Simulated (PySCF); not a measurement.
# Two-dimensional NMR puzzle

Compound of formula C7H10O2Si. Correlations simulated from computed shifts and the bond graph:

HSQC (one-bond C–H):
```csv
δH,δC
7.42,152.8
7.14,146.3
2.22,21.6
1.81,14.0
```

COSY cross peaks (H two or three bonds apart, from the bond graph; peaks can be absent where the dihedral angle is near 90°):
```csv
δH,δH
3.89,1.81
```

HMBC (two and three bonds, from the bond graph):
```csv
δH,δC
7.42,"165.5, 146.3, 122.4, 14.0"
7.14,"165.5, 152.8, 134.2, 122.4, 21.6, 14.0"
3.89,"122.4, 14.0"
2.22,"165.5, 146.3, 134.2"
1.81,"152.8, 146.3, 122.4"
```

Carbons without hydrogens: δ 165.5, 134.2, 122.4.

- shielding tensors at PBE0/pcSseg-1 (GIAO)
- geometry from GFN2-xTB
- run in PySCF 2.14.0 with density-fitted response routines
- rapidly exchanging positions averaged, one computed conformer, relativity neglected, gas phase

Chemical shifts δ = σref − σ; 1H and 13C against TMS, all at this level.

Exchangeable hydrogens are left out of these lists.

Task: Which molecule is this?

Result: `c1(C[SiH3])cc(C)c(=O)oc1`.

Numbering as in the mapped SMILES `[CH3:1][c:2]1[cH:3][c:4]([CH2:5][SiH3:6])[cH:7][o:8][c:9]1=[O:10]`. Each H is labelled by its parent atom.

1. δC 165.5 is C9, a ring carbonyl carbon.
2. δC 152.8 is C7, a unsaturated ring CH (δH 7.42).
3. δC 146.3 is C3, a unsaturated ring CH (δH 7.14).
4. δC 134.2 is C2, a unsaturated ring carbon.
5. δC 122.4 is C4, a unsaturated ring carbon.
6. δC 21.6 is C1, a methyl carbon on an unsaturated ring (δH 2.22).
7. δC 14.0 is C5, an sp3 CH2 bonded to Si, on an unsaturated ring (δH 1.81).
8. HMBC from δH 7.42 reaches the proton-free carbons C9, C4.
9. HMBC from δH 7.14 reaches the proton-free carbons C9, C2, C4.
10. HMBC from δH 3.89 reaches the proton-free carbon C4.
11. HMBC from δH 2.22 reaches the proton-free carbons C9, C2.
12. COSY links 3.89–1.81.

The data come from this structure; uniqueness wasn't tested.

Shifts are as computed. Against solution values, carbons near 30 ppm lie about +3 ppm off and those near 130 ppm about +5 ppm. Of 1309 compounds with measured shifts, 239 miss one by over three times the rms of a fit or turn the order of signals round; such compounds aren't used in these exercises.
